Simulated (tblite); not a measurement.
Isomers of C4H9ClSi. Calculated harmonic vibrations of the isolated species, GFN2-xTB (tblite), most abundant isotopes, no scaling. The method is semi-empirical: single wavenumbers can be off by several per cent or more. Modes of hydrogen on silicon can be 10 to 20 % off. One conformer each.

Electronic energies: GFN2-xTB at the same geometries; isomer energies are rough at this level and their order can be wrong.

```
                SMILES  electronic energy, lowest = 0 (kcal/mol)
         Cl[SiH]1CCCC1                                       0.0
C=C(Cl)[C@@H](C)[SiH3]                                      42.4
   Cl[C@@H]1CC[SiH2]C1                                      25.9
      C=C(Cl)[SiH](C)C                                      56.1
```

Task: How do GFN2-xTB zero-point energies change the relative energies?

Result: 
| SMILES | ZPE (kcal/mol) | of it from modes above 1550 cm⁻¹ | electronic (kcal/mol) | with ZPE, lowest = 0 (kcal/mol) | lowest mode (cm⁻¹) | rings |
| --- | --- | --- | --- | --- | --- | --- |
| Cl[SiH]1CCCC1 | 76.0 | 37.4 | 0.0 | 0.0 | 74 | 1 |
| Cl[C@@H]1CC[SiH2]C1 | 73.7 | 36.4 | 25.9 | 23.6 | 74 | 1 |
| C=C(Cl)[C@@H](C)[SiH3] | 70.0 | 38.3 | 42.4 | 36.4 | 35 | 0 |
| C=C(Cl)[SiH](C)C | 71.4 | 40.5 | 56.1 | 51.6 | 31 | 0 |

The zero-point energies span 6.0 kcal/mol, from `C=C(Cl)[C@@H](C)[SiH3]` to `Cl[SiH]1CCCC1`. The order is unchanged.

Task: What do entropy and thermal enthalpy add at 298.15 K and 1 bar (rigid rotor, harmonic oscillator, one conformer each)?

Result: 
```csv
SMILES,point group,symmetry number,S (cal/(mol K)),H − H(0) (kcal/mol),ZPE + H − H(0) − TS (kcal/mol)
Cl[SiH]1CCCC1,C1,1,84.0,5.06,56.0
Cl[C@@H]1CC[SiH2]C1,C1,1,82.9,4.99,53.9
C=C(Cl)[C@@H](C)[SiH3],C1,1,91.9,6.09,48.7
```

Not tabulated: `C=C(Cl)[SiH](C)C` (point group not settled).
